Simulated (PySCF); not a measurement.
BCl3H2O2Si, SMILES Cl[Si](B(O)O)(Cl)Cl. Geometry optimised at PBE-D3(BJ)/def2-SVP. The structure was generated by enumeration, and PubChem lists no compound with its InChIKey, so it may never have been made. One conformer was computed; it need not be the lowest.

Computed equilibrium geometry at PBE-D3(BJ)/def2-SVP (PySCF confirms it by a frequency run) as Cartesian coordinates in Å, and its point group (one conformer of several):
point group Cs.
```xyz
9

Si     0.0425    -0.2473     0.0000
Cl    -2.0386    -0.5466     0.0000
Cl     0.8168    -1.1851     1.6781
Cl     0.8168    -1.1851    -1.6781
B      0.2606     1.7705     0.0000
O      1.5070     2.3102     0.0000
O     -0.8586     2.5519     0.0000
H      1.4767     3.2879     0.0000
H     -1.6752     2.0120     0.0000
```
